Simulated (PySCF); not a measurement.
PySCF input for Ga(H)(F)(Me) (CH₄FGa), SMILES [F][GaH][CH3], TDA-CAM-B3LYP/def2-SVPD. Geometry optimised at B3LYP-D3(BJ)/def2-TZVP.

```python
import numpy as np
from pyscf import gto, scf, dft, tdscf

mol = gto.M(
    atom='''
    Ga   -0.17461788   -0.29332396    0.07245183
    H    -0.87569028   -1.63458907    0.45368419
    F     1.43875253   -0.14430826    0.80467748
    C    -0.70394931    1.23915081   -1.03345635
    H    -1.61314153    1.69466257   -0.63704047
    H    -0.91446980    0.91449930   -2.05396039
    H     0.09137886    1.98233920   -1.05004906
    ''',
    basis='def2-SVPD',
    charge=0,
    spin=0,
    max_memory=1600,
    verbose=4,
)
mf = dft.RKS(mol, xc='cam-b3lyp').density_fit(auxbasis='def2-universal-jkfit')
mf.grids.level = 3
mf.conv_tol = 1e-9
mf.max_cycle = 100
mf.kernel()
mf.grids = dft.Grids(mol).set(level=1).build(with_non0tab=True)  # coarser grid for the response kernel
td = tdscf.TDA(mf)
td.singlet = True
td.nstates = 10
td.conv_tol = 1e-4
td.kernel(x0=td.get_init_guess(mf, 15))
td.analyze()
tt = tdscf.TDA(mf)
tt.singlet = False
tt.nstates = 4
tt.conv_tol = 1e-4
tt.kernel(x0=tt.get_init_guess(mf, 9))
tt.analyze(verbose=3)
```

It prints:

```
PySCF version 2.14.0

[INPUT] verbose = 4
[INPUT] num. atoms = 7
[INPUT] num. electrons = 50
[INPUT] charge = 0
[INPUT] spin (= nelec alpha-beta = 2S) = 0
[INPUT] symmetry False subgroup None
[INPUT] Mole.unit = angstrom
[INPUT] Symbol           X                Y                Z      unit          X                Y                Z       unit  Magmom
[INPUT]  1 Ga    -0.174617880000  -0.293323960000   0.072451830000 AA   -0.329979969652  -0.554301950173   0.136914115924 Bohr   0.0
[INPUT]  2 H     -0.875690280000  -1.634589070000   0.453684190000 AA   -1.654814799144  -3.088925668508   0.857338866145 Bohr   0.0
[INPUT]  3 F      1.438752530000  -0.144308260000   0.804677480000 AA    2.718848242725  -0.272703088913   1.520620055805 Bohr   0.0
[INPUT]  4 C     -0.703949310000   1.239150810000  -1.033456350000 AA   -1.330271401477   2.341655657933  -1.952949463193 Bohr   0.0
[INPUT]  5 H     -1.613141530000   1.694662570000  -0.637040470000 AA   -3.048395691862   3.202448130852  -1.203832018564 Bohr   0.0
[INPUT]  6 H     -0.914469800000   0.914499300000  -2.053960390000 AA   -1.728097471186   1.728153218106  -3.881422607805 Bohr   0.0
[INPUT]  7 H      0.091378860000   1.982339200000  -1.050049060000 AA    0.172681018975   3.746078173989  -1.984305140757 Bohr   0.0

nuclear repulsion = 188.813814580479
number of shells = 47
number of NR pGTOs = 183
number of NR cGTOs = 113
basis = def2-SVPD
ecp = {}


[settings echo left out]
init E= -2064.31771929141
  HOMO = -0.325252389553474  LUMO = -0.0343086052632842  gap/eV = 7.91698
cycle= 1 E= -2064.87502189308  delta_E= -0.557  |g|= 0.778  |ddm|= 2.84
  HOMO = -0.259702714125948  LUMO = -0.0247025457531951  gap/eV = 6.39468
cycle= 2 E= -2064.75482998653  delta_E= 0.12  |g|= 1.21  |ddm|=  1.4
  HOMO = -0.361610675913534  LUMO = -0.0174801685573489  gap/eV = 9.36427
cycle= 3 E= -2064.9744615111  delta_E= -0.22  |g|= 0.107  |ddm|= 0.815
  HOMO = -0.364697706730006  LUMO = -0.0134187298395645  gap/eV = 9.55879
cycle= 4 E= -2064.97625922885  delta_E= -0.0018  |g|= 0.036  |ddm|= 0.119
  HOMO = -0.363774519672008  LUMO = -0.0122122245185721  gap/eV = 9.56650
cycle= 5 E= -2064.97646262875  delta_E= -0.000203  |g|= 0.00394  |ddm|= 0.0285
  HOMO = -0.363408615957152  LUMO = -0.0123664060550244  gap/eV = 9.55235
cycle= 6 E= -2064.97646662423  delta_E= -4e-06  |g|= 0.0018  |ddm|= 0.0065
  HOMO = -0.363665169203574  LUMO = -0.0124590095199171  gap/eV = 9.55681
cycle= 7 E= -2064.97646740119  delta_E= -7.77e-07  |g|= 0.000354  |ddm|= 0.00262
  HOMO = -0.363625918328479  LUMO = -0.0124352115087989  gap/eV = 9.55639
cycle= 8 E= -2064.97646743527  delta_E= -3.41e-08  |g|= 7.09e-05  |ddm|= 0.000577
  HOMO = -0.363632547746242  LUMO = -0.0124420544219017  gap/eV = 9.55638
cycle= 9 E= -2064.97646743709  delta_E= -1.82e-09  |g|= 9.2e-06  |ddm|= 0.000149
  HOMO = -0.363631197433258  LUMO = -0.0124409100011298  gap/eV = 9.55637
cycle= 10 E= -2064.97646743713  delta_E= -4.46e-11  |g|= 2.54e-06  |ddm|= 2.51e-05
  HOMO = -0.36363141764717  LUMO = -0.0124411879252277  gap/eV = 9.55637
Extra cycle  E= -2064.97646743714  delta_E= -5.91e-12  |g|= 2.59e-06  |ddm|= 5e-06
converged SCF energy = -2064.97646743714
tot grids = 27784


******** <class 'pyscf.tdscf.rks.TDA'> for <class 'pyscf.df.df_jk.DFRKS'> ********
nstates = 10 singlet
deg_eia_thresh = 1.000e-03
wfnsym = None
conv_tol = 0.0001
eigh lindep = 1e-12
eigh level_shift = 0
eigh max_cycle = 100


Excitation energies (eV)
[5.77527662 7.55314831 7.80007313 7.94003211 8.09599621 8.4095513
 8.68238925 9.21446903 9.27544166 9.48232162]

** Singlet excitation energies and oscillator strengths **
Excited State   1:      5.77528 eV    214.68 nm  f=0.0010
      25 -> 26       -0.70340
Excited State   2:      7.55315 eV    164.15 nm  f=0.1418
      25 -> 27       -0.62986
      25 -> 28        0.26763
Excited State   3:      7.80007 eV    158.95 nm  f=0.0551
      24 -> 26        0.69271
Excited State   4:      7.94003 eV    156.15 nm  f=0.0499
      25 -> 27        0.26551
      25 -> 28        0.59546
      25 -> 29       -0.22628
Excited State   5:      8.09600 eV    153.14 nm  f=0.0029
      22 -> 26        0.69406
Excited State   6:      8.40955 eV    147.43 nm  f=0.0041
      23 -> 26        0.64539
      24 -> 27       -0.14074
      24 -> 28        0.16469
Excited State   7:      8.68239 eV    142.80 nm  f=0.4198
      21 -> 26        0.10930
      23 -> 26       -0.10163
      25 -> 28        0.21532
      25 -> 29        0.63167
Excited State   8:      9.21447 eV    134.55 nm  f=0.0208
      23 -> 27       -0.55142
      23 -> 28        0.39159
      23 -> 33       -0.10356
Excited State   9:      9.27544 eV    133.67 nm  f=0.0519
      22 -> 27        0.44062
      22 -> 28       -0.28138
      24 -> 27        0.38228
      24 -> 28       -0.11521
      25 -> 33       -0.10194
Excited State  10:      9.48232 eV    130.75 nm  f=0.0129
      20 -> 26        0.66061
      25 -> 31        0.18292

** Transition electric dipole moments (AU) **
state          X           Y           Z        Dip. S.      Osc.
  1         0.0333     -0.0359     -0.0664      0.0068      0.0010
  2        -0.0515      0.7557     -0.4389      0.7664      0.1418
  3         0.2173     -0.2358     -0.4310      0.2885      0.0551
  4         0.2800     -0.2947      0.3018      0.2563      0.0499
  5        -0.0488      0.0532      0.0966      0.0145      0.0029
  6         0.1266      0.0511      0.0357      0.0199      0.0041
  7         0.1127      1.2515     -0.6282      1.9735      0.4198
  8         0.1211     -0.1357     -0.2434      0.0923      0.0208
  9         0.3705      0.3010      0.0202      0.2283      0.0519
 10         0.0401     -0.1108     -0.2036      0.0554      0.0129

** Transition velocity dipole moments (imaginary part, AU) **
state          X           Y           Z        Dip. S.      Osc.
  1         0.0152     -0.0164     -0.0302      0.0014      0.0044
  2        -0.0175      0.1908     -0.1131      0.0495      0.1189
  3         0.0260     -0.0281     -0.0514      0.0041      0.0096
  4         0.0903     -0.0549      0.0754      0.0169      0.0385
  5        -0.0108      0.0116      0.0211      0.0007      0.0016
  6        -0.0115      0.0122     -0.0123      0.0004      0.0009
  7         0.0319      0.3446     -0.1725      0.1495      0.3124
  8         0.0347     -0.0389     -0.0698      0.0076      0.0149
  9         0.0960      0.0798      0.0043      0.0156      0.0305
 10         0.0126     -0.0332     -0.0649      0.0055      0.0105

** Transition magnetic dipole moments (imaginary part, AU) **
state          X           Y           Z
  1        -1.0598     -0.0974     -0.4812
  2         0.2062     -0.2232     -0.4070
  3        -0.2001      0.7334     -0.5017
  4         0.4150     -0.4490     -0.8214
  5         0.2347     -0.1005      0.1735
  6        -0.0224      0.0244      0.0432
  7        -0.2159      0.2337      0.4284
  8        -0.1898     -0.5279      0.1936
  9         0.0349     -0.0418     -0.0716
 10        -0.0733      0.2214     -0.1842


******** <class 'pyscf.tdscf.rks.TDA'> for <class 'pyscf.df.df_jk.DFRKS'> ********
nstates = 4 triplet
deg_eia_thresh = 1.000e-03
wfnsym = None
conv_tol = 0.0001
eigh lindep = 1e-12
eigh level_shift = 0
eigh max_cycle = 100


Excitation energies (eV)
[5.37950197 6.47474582 7.11624982 7.57964272]

** Triplet excitation energies and oscillator strengths **
Excited State   1:      5.37950 eV    230.48 nm  f=0.0000
Excited State   2:      6.47475 eV    191.49 nm  f=0.0000
Excited State   3:      7.11625 eV    174.23 nm  f=0.0000
Excited State   4:      7.57964 eV    163.58 nm  f=0.0000
```

Self-consistency was reached.
